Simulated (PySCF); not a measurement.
Lowest empty level (eV) of eight silicon and germanium compounds: PBE beside ωB97X, computed with PySCF for isolated molecules in the bases named; differences from unrounded values. The eight are the first of their class met in an unordered collection, after screening for sound electronic states; none was chosen by its value. Each molecule has one DFT geometry for both levels.

```tsv
molecule	basis	ωB97X
C₄H₇FSi, SMILES F[C@]1([SiH3])C=CC1	def2-TZVP	1.71
C2H6GeO2, SMILES C=C[O][GeH2][OH]	def2-TZVP	2.31
aminosilylimino(oxo)methane (CH₄N₂OSi), SMILES C(=N[SiH2]N)=O	def2-TZVP	2.17
Si(Cl)(OH)(SH)2 (ClH3OS2Si), SMILES Cl[Si](S)(O)S	def2-TZVP	2.12
C3H6FNSi, SMILES N#CCC[SiH2]F	def2-TZVP	1.77
C3H6FNSi, SMILES C1C=CN1[SiH2]F	def2-TZVP	2.42
Ge2H6O, SMILES [GeH3][O][GeH3]	def2-TZVP	1.73
C3H4F2Si, SMILES C#CC([SiH3])(F)F	def2-TZVP	1.66
```

Task: Estimate the PBE values and say how PBE differs from ωB97X over the set. (An estimate is asked for; the answer gives what the named calculation found.)

Result: 
```tsv
molecule	PBE	difference
C₄H₇FSi, SMILES F[C@]1([SiH3])C=CC1	-1.48	-3.19
C2H6GeO2, SMILES C=C[O][GeH2][OH]	-0.69	-3.00
aminosilylimino(oxo)methane (CH₄N₂OSi), SMILES C(=N[SiH2]N)=O	-0.75	-2.92
Si(Cl)(OH)(SH)2 (ClH3OS2Si), SMILES Cl[Si](S)(O)S	-1.05	-3.17
C3H6FNSi, SMILES N#CCC[SiH2]F	-1.18	-2.95
C3H6FNSi, SMILES C1C=CN1[SiH2]F	-0.72	-3.14
Ge2H6O, SMILES [GeH3][O][GeH3]	-1.13	-2.86
C3H4F2Si, SMILES C#CC([SiH3])(F)F	-1.51	-3.17
```
PBE lies below ωB97X in 8 and above it in 0 of the eight; the mean signed difference is -3.05 and the largest -3.19 eV.
